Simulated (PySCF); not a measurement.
**Orbital picture of CoSe**

BLYP at R = 2.092 Å; Co x2c-TZVPPall, Se x2c-TZVPPall; spin-free X2C with a Gaussian nucleus (PySCF 2.14). State: ⁴Δ (quartet), unpaired electrons π ↑↑, δ ↑. Only the outer orbitals are listed, counted within each symmetry.

```
spin  orbital  occ.  ε (eV)  on Co (%)            main shells (%)
   α      13σ     1   -7.93         53           46 Co d, 43 Se p
   α       6π     1   -7.64         83           83 Co d, 17 Se p
   α       6π     1   -7.64         83           83 Co d, 17 Se p
   α       2δ     1   -7.50        100                   100 Co d
   α       2δ     1   -6.52        100                   100 Co d
   α      14σ     1   -5.91         78  44 Co d, 34 Co s, 22 Se p
   α       7π     1   -5.38         21           79 Se p, 16 Co d
   α       7π     1   -5.38         21           79 Se p, 16 Co d
   α      15σ     0   -3.54         78  45 Co s, 28 Co p, 21 Se p
   α       8π     0   -0.12         92                    88 Co p
   α       8π     0   -0.12         92                    88 Co p
   β      13σ     1   -7.36         38  58 Se p, 27 Co d, 10 Co s
   β       6π     1   -6.03         47           52 Se p, 45 Co d
   β       6π     1   -6.03         47           52 Se p, 45 Co d
   β       2δ     1   -5.52        100                   100 Co d
   β      14σ     1   -5.11         90  58 Co d, 33 Co s, 10 Se p
   β       2δ     0   -4.31        100                   100 Co d
   β       7π     0   -4.03         58           53 Co d, 41 Se p
   β       7π     0   -4.03         58           53 Co d, 41 Se p
```

Q: Which are the highest filled and the lowest empty level, where do they sit, and how wide is the gap?

A: Highest filled β 14σ at -5.11 eV (in %: 58 Co d, 33 Co s, 10 Se p); lowest empty β 2δ at -4.31 eV (in %: 100 Co d); the gap at BLYP is 0.80 eV.

| Item | Value |
| --- | --- |
| bond order (Mayer) | 2.24 |
| ⟨S²⟩ | 3.765 |
| charge on Co (Mulliken, basis-dependent) | 0.25 |
| charge on Co (Löwdin, basis-dependent) | -0.22 |
| dipole moment (positive dipole means Co(−)Se(+)) | -3.02 D |

Spin–orbit coupling is left out. The state is the lowest single determinant that the PBE0 search found; with open d or f shells the true ground state can be another one.
